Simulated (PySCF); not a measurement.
CH₄OSeZn, singlet, geometry from GFN2-xTB (such geometries of metal compounds can be far from the true shape). Base run: PBE0/6-31G in PySCF.

Here is a job for PySCF.
```python
from pyscf import gto, scf, dft, solvent

mol = gto.M(
    atom='''
Zn   -0.300526   -0.518637   -0.335821
O     0.952177   -0.804295   -1.506521
C     1.272579   -1.623789   -2.588240
H     0.563436   -1.507210   -3.415009
H     2.264738   -1.317856   -2.937657
H     1.317016   -2.680703   -2.303792
Se   -0.260766    1.070125    1.304133
H    -1.516257    0.857715    1.972189
''',
    basis='6-31g',
    charge=0,
    spin=0,
    verbose=3,
)

mf = dft.RKS(mol)
mf.xc = 'pbe0'
mf.kernel()
```

The base run was repeated with changes; each row names its change, and settings that it needs were set with it.

```
change                                                   ΔE vs base (kcal/mol)  dipole (D)  HOMO-LUMO gap (eV)
-------------------------------------------------------  ---------------------  ----------  ------------------
base                                                                     0.000        4.05                4.50
model = IEF-PCM; solvent = n-hexane; r_probe = 0.5                       -2.18        4.47                4.69
model = IEF-PCM; solvent = n-hexane; lebedev_order = 41                  -6.30        4.82                4.86
model = ddCOSMO; solvent = n-hexane                                      -9.25        5.16                5.01
model = IEF-PCM; solvent = dimethylsulfoxide                            -20.52        6.57                5.74
model = COSMO; solvent = n-hexane                                        -6.31        4.83                4.85
model = IEF-PCM; solvent = 2-propanol                                   -19.23        6.41                5.65
model = IEF-PCM; solvent = n-hexane; lebedev_order = 11                  -6.25        4.81                4.85
model = IEF-PCM; solvent = n-hexane; vdw_scale = 1.1                     -9.51        4.99                4.93
model = C-PCM; solvent = n-hexane                                        -8.25        5.07                4.97
model = IEF-PCM; solvent = tetrahydrofuran                              -16.13        6.04                5.46
model = IEF-PCM; solvent = methanol                                     -20.12        6.52                5.71
```

The base is the gas phase, so ΔE is the electrostatic part of solvation at a fixed geometry, without cavity and dispersion terms.
